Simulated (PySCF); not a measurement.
GeBr2, SMILES [Br][Ge][Br] (connectivity only; charge and spin as stated), neutral, multiplicity 1. Geometry optimised at PBE-D3(BJ)/def2-SVP. The isomer is the one that the SMILES or the coordinates give; other isomers of the formula were not compared.

Computed with PBE-D3(BJ)/def2-SVP (PySCF).

Harmonic wavenumbers (cm⁻¹): 95, 277, 281. Rotational constants (GHz): 4.539, 0.9348, 0.7752; symmetry number 2.

Question: Work out the zero-point energy and the ideal-gas rigid-rotor harmonic-oscillator thermochemistry at 298.15 K and 1 atm.

Answer: ZPE = ½ Σ hcν = ½ × 654 cm⁻¹ = 3.91 kJ/mol. H − E(el) = 18.12 kJ/mol. Entropy in J/(mol K): translation 176.70, rotation 115.45, vibration 27.74, total 319.89. G − E(el) = -77.25 kJ/mol. Cp = 55.75 J/(mol K). Modes under 150 cm⁻¹ make the vibrational entropy uncertain.
